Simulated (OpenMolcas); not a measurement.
## In+: effect of the active space

```
Program             : OpenMolcas
Method              : MS-CASPT2 or its RAS form, IPEA 0.25 Eh, imaginary shift 0.1 Eh
Basis               : ANO-RCC-VQZP
Scalar Hamiltonian  : DKH2, point nucleus
Spin-orbit coupling : state interaction with AMFI integrals over the reference wave functions, term energies averaged over their components
```

A. 2 electrons in 4 orbitals (5s 5p); 2S+1 = 3 even, 3 roots; 2S+1 = 1 even, 7 roots; 2S+1 = 3 odd, 3 roots; 2S+1 = 1 odd, 3 roots; closed shells correlated: 4d; CASPT2 step roughly 6 core-seconds
B. 2 electrons in 8 orbitals (5s 5p 6s 6p); 2S+1 = 3 even, 3 roots; 2S+1 = 1 even, 7 roots; 2S+1 = 3 odd, 3 roots; 2S+1 = 1 odd, 3 roots; closed shells correlated: 4d; CASPT2 step roughly 10 core-seconds
C. 2 electrons in 9 orbitals (RAS2 5s 5p; RAS3 5d, at most 2 electrons); 2S+1 = 3 even, 3 roots; 2S+1 = 1 even, 7 roots; 2S+1 = 3 odd, 3 roots; 2S+1 = 1 odd, 3 roots; closed shells correlated: 4d; CASPT2 step of the order of 8 core-seconds

Energies in cm⁻¹ above 5s² ¹S₀, the measured ground level; measured values from NIST Handbook of Basic Atomic Spectroscopic Data.

| Level | A | B | C | Measured |
| --- | --- | --- | --- | --- |
| 5s² ¹S₀ | 0.0 | 0.0 | 0.0 | 0.0 |
| 5s 5p ³P°₀ | 42000 | 41590 | 42510 | 42276 |
| 5s 5p ³P°₁ | 42940 | 42520 | 43440 | 43351 |
| 5s 5p ³P°₂ | 45000 | 44580 | 45510 | 45830 |
| 5s 5p ¹P°₁ | 62950 | 62150 | 62450 | 63038 |

Deviations, from unrounded energies. A percentage is the sum of absolute deviations over the sum of measured energies, with the sign that they share, or ± where signs differ.

| Against measurement | Levels | A | B | C |
| --- | --- | --- | --- | --- |
| mean absolute deviation (cm-1) | 4 | 400 | 910 | 310 |
| other configurations (%) | 4 | -0.8 | -1.9 | ±0.6 |

C lies closest to measurement on these levels and B furthest from it. The largest miss of C in the table is 5s 5p ¹P°₁, by -580 cm-1. The ranking rests on the paired levels alone, and a cruder setting can come out closer through cancelling errors.

Among A to C the level of the table that moves most is 5s 5p ³P°₀, by 920 cm-1 (lowest in B, highest in C). Moves below CASPT2's spread within the term are not significant.

Over all roots computed the reference weight is 0.86 to 0.94 in B; the roots of lowest weight are the least certain, and an intruder state may touch them. The run also gave levels led by 5s 6s, which use shells meant for correlation; these and all levels above them are left out (holds for B). Active for correlation alone: 5d; no level in the range computed is led by a configuration that fills it, so any true level of that kind is missing (holds for C). Measured partners are found by configuration, term and J. A level has none where our copy of the source lacks it or the pairing is in doubt (some pairs that miss far off the trend of their configuration count as doubtful), and it then counts in no deviation. Only configurations of the active space appear. Levels that lie high or do not pair safely by name in every column are left out.

° marks odd parity.
